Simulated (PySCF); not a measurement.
Zn(OH)2 (H2O2Zn), SMILES [OH][Zn][OH]. Heavy atoms are numbered as in [Zn:1]([OH:2])[OH:4]. Hydrogens are named by the atom that carries them.

Coordinates come from a TPSSh-D3(BJ)/def2-TZVP optimisation. A frequency run showed that this geometry is not a minimum. The isomer is the one that the SMILES or the coordinates give; other isomers of the formula were not compared. One conformer was computed; it need not be the lowest.

All values below come from PBE0/pcSseg-2 in PySCF.

GIAO shieldings, no solvent; atoms alike by connectivity are averaged. δ = σ(ref) − σ: ¹⁷O against H2O (σ = 327.8 ppm); ¹H against TMS (σ = 31.54 ppm), references at their B3LYP-D3(BJ)/def2-TZVP geometries, non-relativistic.

**Question.** Estimate the chemical shifts. (Estimate from the structure and the level; the computed values follow.)

**Answer.** 
```csv
nucleus,atoms,count,δ (ppm)
¹⁷O,O2 (OH),2,-19.7
¹H,H on O2,2,0.33
```
